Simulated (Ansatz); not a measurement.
The cluster Na₉⁺, relaxed as a singlet with RKS r2SCAN/def2-SVP in Ansatz, starting from the GFN1-xTB geometry. Force threshold 0.02 eV/Å.

The restricted singlet is unstable towards broken spin symmetry in Hartree–Fock (as tested in another run); at r2SCAN/def2-SVP this wasn't settled. Another isomer (singlet) lies 0.11 eV lower at PBE0/def2-TZVP; other spin states weren't run for this one.

Start:

Cartesian coordinates in Å:
```
Na 1.615 -0.397 -3.160
Na -2.004 -0.412 -2.657
Na -4.562 1.765 3.246
Na -1.600 0.525 3.197
Na -3.453 0.666 0.386
Na -0.102 -0.641 0.046
Na 4.834 -0.238 -3.380
Na 1.776 -0.711 2.752
Na 3.496 -0.556 -0.430
```

| step | energy (eV) | largest force component (eV/Å) | SCF passes |
| --- | --- | --- | --- |
| 1 | -39720.8865 | 0.265 | 18 |
| 2 | -39720.9499 | 0.205 | 21 |
| 3 | -39721.0567 | 0.042 | 20 |
| 4 | -39721.0723 | 0.045 | 20 |
| 5 | -39721.0852 | 0.042 | 18 |
| 6 | -39721.1021 | 0.046 | 18 |
| 7 | -39721.1247 | 0.050 | 18 |
| 8 | -39721.1555 | 0.054 | 19 |
| 9 | -39721.1930 | 0.052 | 19 |
| 10 | -39721.2325 | 0.048 | 19 |
| 11 | -39721.2700 | 0.044 | 19 |
| 13 | -39721.3227 | 0.030 | 19 |
| 15 | -39721.3564 | 0.026 | 19 |
| 17 | -39721.3813 | 0.031 | 19 |
| 19 | -39721.4054 | 0.020 | 19 |
| 21 | -39721.4248 | 0.021 | 18 |
| 23 | -39721.4452 | 0.025 | 19 |
| 25 | -39721.4735 | 0.036 | 19 |
| 27 | -39721.5334 | 0.056 | 19 |
| 29 | -39721.6353 | 0.076 | 19 |
| 31 | -39721.7446 | 0.066 | 20 |
| 33 | -39721.8107 | 0.025 | 20 |
| 35 | -39721.8129 | 0.011 | 19 |
| 36 | -39721.8132 | 0.006 | 22 |

Force components are those of the run's own axes.

End:

```xyz
9

Na    1.236   -0.831   -2.598
Na   -2.641   -1.862   -2.534
Na   -0.550    3.328    1.478
Na   -1.385   -0.052    2.649
Na   -1.503    0.918   -0.807
Na   -0.410   -2.432    0.153
Na    1.580    2.758   -1.862
Na    1.937   -2.296    2.800
Na    1.736    0.468    0.720
```

Bonds formed: Na1–Na5, Na3–Na9, Na4–Na9, Na5–Na7, Na5–Na9 (atoms count from 1).

The force fell under the threshold at step 18, but the optimiser went on and released 0.419 eV more. No frequencies were taken in this run, so the end may be a saddle point.

It took 3.1 min on 4 threads of Arm Neoverse V2 on a shared host.
